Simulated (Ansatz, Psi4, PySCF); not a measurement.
hydrogen chloride (HCl), singlet, at a GFN2-xTB geometry. Base run: PySCF with CCSD(T)/def2-SVPD.

Here is a job for PySCF.
```python
from pyscf import gto, scf, cc

mol = gto.M(
    atom='''
Cl   -0.000000   -0.000000   -0.070946
H     0.000000    0.000000    1.206076
''',
    basis='def2-svpd',
    charge=0,
    spin=0,
    verbose=3,
)

mf = scf.RHF(mol)
mf.kernel()

mycc = cc.CCSD(mf)
mycc.kernel()
et = mycc.ccsd_t()
print('E(CCSD(T)) = %.10f' % (mycc.e_tot + et))
```

The same geometry, method and basis name were run in Ansatz (a program for electronic structure) and Psi4 and PySCF, at each program's defaults and at the settings that a row names. The base is PySCF at its defaults. Differences at the defaults can come from grids, fitting, cores and function types together.

| code and settings | ΔE vs base (mEh) | basis functions | E (Eh) | SCF cycles |
|---|---|---|---|---|
| PySCF, defaults (exact integrals, spherical functions, all electrons correlated) | 0.000 | 35 | -460.13541 | 8 |
| Psi4, defaults (exact integrals, spherical functions, all electrons correlated) | 0.000 | 35 | -460.13541 | 9 |
| Ansatz, defaults (factorised integrals, spherical functions, frozen core) | 8.910 | 35 | -460.12650 | - |
| PySCF, frozen core | 8.910 | 35 | -460.12650 | 8 |
| Psi4, exact integrals, spherical functions, frozen core | 8.910 | 35 | -460.12650 | 9 |
| Ansatz, high accuracy, frozen core | 8.910 | 35 | -460.12650 | - |
